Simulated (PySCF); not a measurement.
Job file and geometry (Å, from GFN2-xTB) of an NMR shielding run on SMILES C/N=C/[C@@H]1CN[SiH2]C1, C5H12N2Si, GIAO PBE0/pcSseg-1 NMR shielding, non-relativistic, gas phase in PySCF; density fitting, a coarse starting grid and PySCF grid level 2 are the driver's defaults:

```
$ OMP_NUM_THREADS=1 python probes_run.py task.json out

{"job": {"kind": "nmr", "xc": "PBE0", "basis": "pcSseg-1"}, "charge": 0, "multiplicity": 1}
C      3.250974     0.601050    -0.000815
N      2.182393    -0.308150    -0.274173
C      0.988764     0.054373    -0.149411
C     -0.145764    -0.875532    -0.417610
C     -1.060547    -0.267975    -1.489853
N     -1.866081     0.739492    -0.833555
Si    -2.189810     0.431395     0.821855
C     -0.980006    -1.033900     0.860796
H      3.856253     0.698212    -0.903217
H      2.911164     1.595621     0.321053
H      3.881570     0.164456     0.774614
H      0.696182     1.066602     0.169846
H      0.263809    -1.829879    -0.759336
H     -0.467742     0.185512    -2.291992
H     -1.681203    -1.059120    -1.934046
H     -2.430860     1.295697    -1.451923
H     -3.557773     0.010024     1.148378
H     -1.805054     1.592264     1.628617
H     -0.332851    -1.068747     1.734717
H     -1.518566    -1.980717     0.826049
```

**Question.** Write the output of this run.

**Answer.** 
```
coarse grid: 16624 points
cycle   1  E = -596.1023550492  dE =  1.006e+00  |g| = 5.031e-01  |ddm| = 3.975e+00
cycle   2  E = -596.0596477495  dE =  4.271e-02  |g| = 6.761e-01  |ddm| = 1.168e+00
cycle   3  E = -596.1629851006  dE = -1.033e-01  |g| = 8.869e-02  |ddm| = 6.971e-01
cycle   4  E = -596.1640653247  dE = -1.080e-03  |g| = 5.221e-02  |ddm| = 9.036e-02
cycle   5  E = -596.1646498638  dE = -5.845e-04  |g| = 1.188e-02  |ddm| = 4.946e-02
cycle   6  E = -596.1646792697  dE = -2.941e-05  |g| = 4.034e-03  |ddm| = 1.457e-02
cycle   7  E = -596.1646828607  dE = -3.591e-06  |g| = 7.531e-04  |ddm| = 4.191e-03
final grid: 154416 points
cycle   8  E = -596.2085792366  dE = -4.311e-05  |g| = 8.982e-03  |ddm| = 3.651e-02
cycle   9  E = -596.2085691772  dE =  1.006e-05  |g| = 1.112e-02  |ddm| = 1.967e-02
cycle  10  E = -596.2085995716  dE = -3.039e-05  |g| = 9.489e-04  |ddm| = 1.117e-02
cycle  11  E = -596.2085997579  dE = -1.863e-07  |g| = 2.471e-04  |ddm| = 9.806e-04
cycle  12  E = -596.2085997697  dE = -1.184e-08  |g| = 8.049e-05  |ddm| = 2.828e-04
cycle  13  E = -596.2085997709  dE = -1.227e-09  |g| = 3.629e-05  |ddm| = 9.901e-05
cycle  14  E = -596.2085997712  dE = -2.835e-10  |g| = 1.117e-05  |ddm| = 3.364e-05
converged SCF energy = -596.2085997712

GIAO shielding tensors (ppm)
atom      isotropic    diamagn.    paramagn.     s11        s22        s33       span
  0 C      136.060     246.842    -110.782    108.245    120.753    179.183     70.938
  1 N      -95.674     326.460    -422.134   -445.609    -95.267    253.855    699.464
  2 C       16.073     257.454    -241.381    -87.921     32.878    103.262    191.184
  3 C      139.614     247.292    -107.678    130.170    141.591    147.082     16.912
  4 C      133.084     245.961    -112.877    108.546    131.559    159.146     50.600
  5 N      248.246     322.692     -74.446    198.151    231.223    315.364    117.213
  6 Si     377.495     879.559    -502.063    337.925    359.760    434.801     96.876
  7 C      173.123     252.374     -79.250    154.762    168.395    196.213     41.451
  8 H       27.828      27.833      -0.005     24.868     26.258     32.359      7.491
  9 H       28.726      29.831      -1.104     26.539     27.588     32.053      5.514
 10 H       27.862      28.086      -0.224     24.892     26.363     32.331      7.439
 11 H       23.735      33.765     -10.030     20.575     22.836     27.793      7.218
 12 H       28.818      33.212      -4.394     25.329     26.451     34.674      9.345
 13 H       28.411      30.901      -2.490     24.069     27.050     34.115     10.046
 14 H       28.287      30.495      -2.209     22.589     26.837     35.434     12.844
 15 H       31.884      31.044       0.840     21.995     28.921     44.737     22.742
 16 H       26.760      28.458      -1.699     23.339     23.930     33.010      9.671
 17 H       26.725      29.231      -2.507     23.049     24.160     32.965      9.916
 18 H       30.863      31.650      -0.787     26.295     28.734     37.560     11.266
 19 H       30.372      30.989      -0.617     25.347     27.575     38.193     12.846
```

**Question.** Turn these shieldings into chemical shifts. References, each an isolated molecule treated in the same way: ¹³C (186.93 ppm), ²⁹Si (349.16 ppm), ¹H (31.72 ppm) vs TMS; ¹⁵N (267.73 ppm) vs NH3.

**Answer.** Averaging equivalent atoms: C 2: 170.9; C 4: 53.8; C 0: 50.9; C 3: 47.3; C 7: 13.8; N 1: 363.4; N 5: 19.5; Si 6: -28.3; H 11: 7.98; H 17: 4.99; H 16: 4.96; H 8/9/10: 3.58; H 14: 3.43; H 13: 3.31; H 12: 2.90; H 19: 1.34; H 18: 0.85; H 15: -0.17 ppm. Experimental scales use liquid or dissolved standards, which lie at an offset from isolated NH3 (liquid NH3: subtract about 20 ppm). Unscaled 15N shifts of sp2 nitrogen come out 20 to 40 ppm too high even then.

Size and cost of the density-fitted run: 203 basis functions, 70 s wall time on 1 thread of an Arm Neoverse N1, shared host; peak memory 0.84 GiB.
